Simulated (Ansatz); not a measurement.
C4H9GeN, SMILES `[CH3][Ge]([CH3])([CH3])[C]#N`, relaxed with RKS PBE0-D4/def2-TZVP in the Gaussian-basis code of Ansatz from a PBE-D4/def2-SVP geometry. The force threshold is 0.005 eV/Å; the program also tests the step.

Total charge 0; spin multiplicity 1.

Start:

```xyz
15

C     0.679   -0.992   -1.497
Ge   -0.101    0.113   -0.077
C    -1.249   -0.923    1.130
C     1.254    1.152    0.889
C    -1.263    1.410   -0.964
N    -1.960    2.189   -1.498
H     1.350   -1.754   -1.055
H     1.265   -0.364   -2.196
H    -0.119   -1.507   -2.067
H    -1.726   -0.257    1.875
H    -0.644   -1.681    1.666
H    -2.043   -1.441    0.558
H     0.773    1.819    1.630
H     1.944    0.467    1.421
H     1.841    1.770    0.183
```

(1) How much energy does the relaxation release, and in how many steps? (Best estimate.)

(2) Which bonds change most? (An estimate is asked.)

(3) Give the relaxed structure. (Estimate.)

Results:

(1) The calculation gave: 1.76 kcal/mol, in 4 steps.

(2) The calculation gave: C5–N6 from 1.174 to 1.152 Å; C1–H8 from 1.107 to 1.090 Å; C3–H12 from 1.107 to 1.090 Å; C4–H15 from 1.107 to 1.090 Å.

(3) Computed: 
```xyz
15

C     0.674   -0.986   -1.487
Ge   -0.095    0.106   -0.073
C    -1.241   -0.916    1.122
C     1.245    1.144    0.883
C    -1.252    1.399   -0.956
N    -1.936    2.164   -1.480
H     1.338   -1.738   -1.056
H     1.248   -0.366   -2.177
H    -0.113   -1.493   -2.046
H    -1.711   -0.258    1.854
H    -0.650   -1.665    1.652
H    -2.023   -1.424    0.557
H     0.769    1.798    1.614
H     1.930    0.474    1.405
H     1.818    1.758    0.187
```
